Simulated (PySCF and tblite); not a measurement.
C₅H₁₀O₂, numbered as in [CH3:1][CH:2]1[CH2:3][O:4][CH2:5][O:6][CH2:7]1. Conformers came from 90 starts (ETKDG and KDG, MMFF94s, GFN2-xTB); geometries are PBE0-D3(BJ)/def2-SVP. Weights use PBE0-D3(BJ)/def2-TZVP energies plus GFN2-xTB zero-point and thermal terms (modes under about 100 cm⁻¹ blended into free rotors). Symmetry numbers and mirror images are counted. Conformers within 4 kcal/mol (GFN2-xTB free energy) were kept, 7 at most. GIAO shieldings: PBE0/pcSseg-1. Couplings: B3LYP/pcSseg-1 with pcJ-1 on H (gas phase; spin-dipole term only for pairs with B, N, F, Si or P). Shifts are against TMS (¹H), TMS (¹³C) at the same level. (PySCF 2.14, tblite 0.8.)

The 6-ring runs over atoms 2–3–4–5–6–7. Of a mirror pair one member is shown.

Two conformers hold nearly all the population. I: 6-ring chair (all substituents equatorial); δ(H2) = 1.71 ppm. II: 6-ring chair (C1 axial); δ(H2) = 0.81 ppm. The average over the ensemble at 298.15 K is 1.57 ppm.

**Question.** What populations and free-energy difference follow from a two-state model?

**Answer.** p(I) = (1.57 − 0.81)/(1.71 − 0.81) = 0.84, so K = p(II)/p(I) = 0.18 and G(II) − G(I) = −RT ln K = 1.00 kcal/mol. The weights computed directly are 84.6 % and 15.4 %, with 0.0 % in minor conformers.
